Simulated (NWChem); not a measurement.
System: CdHF; SMILES [F][CdH]

NWChem input:

```
start job
memory heap 200 mb stack 900 mb global 1100 mb
geometry units angstroms noautosym nocenter noautoz
  Cd    -0.295677    -0.182418     0.000000
  H     -0.671895    -1.772387     0.000000
  F      0.149239     1.697581     0.000000
end
basis spherical
  * library def2-svp
end
ecp
  Cd library def2-ecp
end
dft
  xc b3lyp
  iterations 150
end
property
  response 1 0.0773
end
task dft property
```

Parts of the log:

```
             Northwest Computational Chemistry Package (NWChem) 7.3.0
             --------------------------------------------------------

                             Geometry "geometry" -> ""
                             -------------------------

 Output coordinates in angstroms (scale by  1.889725989 to convert to a.u.)

  No.       Tag          Charge          X              Y              Z
 ---- ---------------- ---------- -------------- -------------- --------------
    1 Cd                  48.0000    -0.29567700    -0.18241800     0.00000000
    2 H                    1.0000    -0.67189500    -1.77238700     0.00000000
    3 F                    9.0000     0.14923900     1.69758100     0.00000000

 Effective nuclear repulsion energy (a.u.)     135.2115711781

                                 NWChem DFT Module
                                 -----------------

 Summary of "ao basis" -> "ao basis" (spherical)
 ------------------------------------------------------------------------------
       Tag                 Description            Shells   Functions and Types
 ---------------- ------------------------------  ------  ---------------------
 Cd                         def2-svp                11       31   5s3p2d1f
 H                          def2-svp                 3        5   2s1p
 F                          def2-svp                 6       14   3s2p1d

            General Information
            -------------------
          SCF calculation type: DFT
          Wavefunction type:  closed shell.
          No. of atoms     :     3
          No. of electrons :    30
           Alpha electrons :    15
            Beta electrons :    15
          Charge           :     0
          Spin multiplicity:     1
          Use of symmetry is: off; symmetry adaption is: off
          Maximum number of iterations: 150
          AO basis - number of functions:    50
                     number of shells:    20
          Convergence on energy requested:  1.00D-06
          Convergence on density requested:  1.00D-05
          Convergence on gradient requested:  5.00D-04

              XC Information
              --------------
                         B3LYP Method XC Potential
                     Hartree-Fock (Exact) Exchange  0.200
                        Slater Exchange Functional  0.800 local
                    Becke 1988 Exchange Functional  0.720 non-local
              Lee-Yang-Parr Correlation Functional  0.810
                  VWN I RPA Correlation Functional  0.190 local

             Grid Information
             ----------------
          Grid used for XC integration:  medium
          Radial quadrature: Mura-Knowles
          Angular quadrature: Lebedev.
          Tag              B.-S. Rad. Rad. Pts. Rad. Cut. Ang. Pts.
          ---              ---------- --------- --------- ---------
          Cd                  1.55      123           7.0       590
          H                   0.35       45           8.0       434
          F                   0.50       49          10.0       434
          Grid pruning is: on
          Number of quadrature shells:   217
          Spatial weights used:  Erf1

      Superposition of Atomic Density Guess
      -------------------------------------

 Sum of atomic energies:        -291.76547640

      Non-variational initial energy
      ------------------------------

 Total energy =    -266.593548
 1-e energy   =    -550.783527
 2-e energy   =     227.072706
 HOMO         =      -0.413669
 LUMO         =      -0.012290

   convergence    iter        energy       DeltaE   RMS-Dens  Diis-err
 ---------------- ----- ----------------- --------- --------- ---------
 d= 0,ls=0.0,diis     1   -268.0537589684 -3.25D+02  4.68D-02  6.77D-01
 d= 0,ls=0.0,diis     2   -267.1694763995  8.84D-01  3.20D-02  1.03D+01
 d= 0,ls=0.0,diis     3   -268.1450231916 -9.76D-01  1.87D-03  2.26D-02
 d= 0,ls=0.0,diis     4   -268.1470043594 -1.98D-03  7.25D-04  1.19D-03
 d= 0,ls=0.0,diis     5   -268.1471155303 -1.11D-04  2.72D-04  3.20D-04
  Resetting Diis
 d= 0,ls=0.0,diis     6   -268.1471506895 -3.52D-05  3.11D-05  7.14D-06
 d= 0,ls=0.0,diis     7   -268.1471511839 -4.94D-07  2.82D-05  6.05D-07
 d= 0,ls=0.0,diis     8   -268.1471510102  1.74D-07  1.63D-05  2.64D-06
 d= 0,ls=0.0,diis     9   -268.1471512492 -2.39D-07  1.14D-06  4.23D-09

         Total DFT energy =     -268.147151249188
      One electron energy =     -551.246451012606
           Coulomb energy =      252.320947087840
    Exchange-Corr. energy =      -26.338920142924
 Nuclear repulsion energy =       57.117272818502

 Numeric. integr. density =       30.000009284517

                       DFT Final Molecular Orbital Analysis
                       ------------------------------------

 Vector   13  Occ=2.000000D+00  E=-3.329246D-01
              MO Center= -4.3D-01, -7.3D-01,  1.5D-09, r^2= 3.0D+00
   Bfn.  Coefficient  Atom+Function         Bfn.  Coefficient  Atom+Function
  ----- ------------  ---------------      ----- ------------  ---------------
    32      0.379809  2 H  s                 41     -0.311202  3 F  py
    33      0.271888  2 H  s                  4      0.264591  1 Cd s
    44      0.219748  3 F  py                 2     -0.213144  1 Cd s
     7      0.185301  1 Cd py                10     -0.175687  1 Cd py
     5      0.117423  1 Cd s                  1      0.086040  1 Cd s

 Vector   14  Occ=2.000000D+00  E=-3.269877D-01
              MO Center=  1.2D-01,  1.6D+00,  1.0D-05, r^2= 7.3D-01
   Bfn.  Coefficient  Atom+Function         Bfn.  Coefficient  Atom+Function
  ----- ------------  ---------------      ----- ------------  ---------------
    42      0.545067  3 F  pz                45     -0.392154  3 F  pz
    40     -0.332079  3 F  px                43      0.238918  3 F  px
    16      0.152836  1 Cd d -1              15     -0.087899  1 Cd d -2
    14     -0.078783  1 Cd pz                41      0.078611  3 F  py
    11     -0.059965  1 Cd pz                44     -0.056558  3 F  py

 Vector   15  Occ=2.000000D+00  E=-3.269877D-01
              MO Center=  1.2D-01,  1.6D+00, -1.0D-05, r^2= 7.3D-01
   Bfn.  Coefficient  Atom+Function         Bfn.  Coefficient  Atom+Function
  ----- ------------  ---------------      ----- ------------  ---------------
    40      0.530408  3 F  px                43     -0.381608  3 F  px
    42      0.341257  3 F  pz                45     -0.245521  3 F  pz
    15      0.140395  1 Cd d -2              41     -0.125561  3 F  py
    16      0.095688  1 Cd d -1              44      0.090336  3 F  py
    12     -0.076667  1 Cd px                19      0.070402  1 Cd d  2

 Vector   16  Occ=0.000000D+00  E=-3.576746D-02
              MO Center= -2.6D-01, -3.5D-02,  3.7D-07, r^2= 4.4D+00
   Bfn.  Coefficient  Atom+Function         Bfn.  Coefficient  Atom+Function
  ----- ------------  ---------------      ----- ------------  ---------------
     5      0.822432  1 Cd s                 33     -0.624985  2 H  s
     4      0.418345  1 Cd s                 39     -0.264202  3 F  s
    32     -0.248484  2 H  s                  2     -0.243654  1 Cd s
    19     -0.242899  1 Cd d  2              41     -0.225230  3 F  py
    44      0.180203  3 F  py                13      0.164771  1 Cd py

 Vector   17  Occ=0.000000D+00  E=-2.947412D-02
              MO Center= -3.0D-01, -2.0D-01, -3.0D-04, r^2= 5.5D+00
   Bfn.  Coefficient  Atom+Function         Bfn.  Coefficient  Atom+Function
  ----- ------------  ---------------      ----- ------------  ---------------
    14      0.727920  1 Cd pz                12     -0.400565  1 Cd px
    11      0.251622  1 Cd pz                 8     -0.207639  1 Cd pz
     9     -0.138460  1 Cd px                42      0.133325  3 F  pz
    45     -0.120962  3 F  pz                 6      0.114261  1 Cd px
    13      0.094748  1 Cd py                40     -0.073354  3 F  px

 Vector   18  Occ=0.000000D+00  E=-2.947412D-02
              MO Center= -3.0D-01, -2.0D-01,  3.0D-04, r^2= 5.5D+00
   Bfn.  Coefficient  Atom+Function         Bfn.  Coefficient  Atom+Function
  ----- ------------  ---------------      ----- ------------  ---------------
    12      0.708373  1 Cd px                14      0.411618  1 Cd pz
     9      0.244858  1 Cd px                 6     -0.202064  1 Cd px
    13     -0.167556  1 Cd py                11      0.142285  1 Cd pz
    40      0.129722  3 F  px                 8     -0.117414  1 Cd pz
    43     -0.117695  3 F  px                42      0.075391  3 F  pz

     Multipole analysis of the density
     ---------------------------------

     L   x y z        total         alpha         beta         nuclear
     -   - - -        -----         -----         ----         -------
     0   0 0 0      0.000000    -15.000000    -15.000000     30.000000

     1   1 0 0     -0.196082      4.855199      4.855199     -9.906480
     1   0 1 0     -0.828433     -9.728187     -9.728187     18.627940
     1   0 0 1     -0.000000     -0.000000     -0.000000      0.000000

     2   2 0 0    -18.335265    -13.453608    -13.453608      8.571951
     2   1 1 0     -1.299157     -8.773217     -8.773217     16.247277
     2   1 0 1      0.000000      0.000000      0.000000      0.000000
     2   0 2 0    -25.281601    -65.747729    -65.747729    106.213857
     2   0 1 1     -0.000000     -0.000000     -0.000000      0.000000
     2   0 0 2    -18.121401     -9.060700     -9.060700      0.000000

 *** CALLING NEW AORESP DRIVER FOR CLOSED AND OPEN SHELLS ***
 Entering AOResponse driver routine

--------------------------------------------------------------------------------

          -----------------------------------------------
          Solving response equations for perturbing field
          -----------------------------------------------

 number of frequencies:     1
 frequency in a.u.:  0.7730000E-01
 Perturbing field: electric
 Using El. Dipole Length Gauge

 Setting up CPKS with frequency omega =      0.07730000 a.u.

                            NWChem Dynamic CPHF Module
                            --------------------------

    scftype = RHF
    nclosed =   15
      nopen =    0
  variables =     1050
  num. vecs =        3
  tolerance =   1.0D-04
  max. iter =   50

 SCF residual:    1.2414346569181011E-005

Iterative solution of linear equations
  No. of variables     1050
  No. of equations        3
  Maximum subspace       30
       Convergence  1.0D-04

   iter   nsub   residual    time
   ----  ------  --------  ---------
     1      3    5.62D+00       3.6
     2      6    4.08D+00       4.9
     3      9    4.87D-01       6.1
     4     12    1.26D-01       7.4
     5     15    4.39D-02       8.6
     6     18    1.31D-02       9.9
     7     21    2.66D-03      11.2
     8     24    1.27D-04      12.5
     9     27    2.53D-05      13.7

 Electric Dipole Response Matrix (nonzero elements):

              1        2        3
    1   23.6421   2.8210  -0.0000
    2    2.8210  34.8960   0.0000
    3   -0.0000   0.0000  22.9746

 ------------------------------------------
 average:        27.17092 + I       0.00000

 DFT Linear Response polarizability / au
 Frequency  =       0.0773000 / au
 Wavelength =     589.4353558 / nm
              X              Y              Z
 -----------------------------------------------
 X      23.6421449      2.8210295     -0.0000001
 Y       2.8210295     34.8960235      0.0000001
 Z      -0.0000001      0.0000001     22.9745902
 -----------------------------------------------
 Eigenvalues =      22.9745904     35.5635781     22.9745902
 Isotropic   =      27.1709195
 Anisotropic =      12.5889878
 -----------------------------------------------

 Magnetic Dipole Response Matrix (nonzero elements):

 Exiting AOResponse driver routine
```

Level: B3LYP/def2-SVP with def2 effective core potentials on Cd. All runs use the structure optimised with PBE0/def2-SVP. B3LYP is NWChem's, with the RPA form of VWN correlation. def2 effective core potentials on Cd; no spin-orbit coupling.
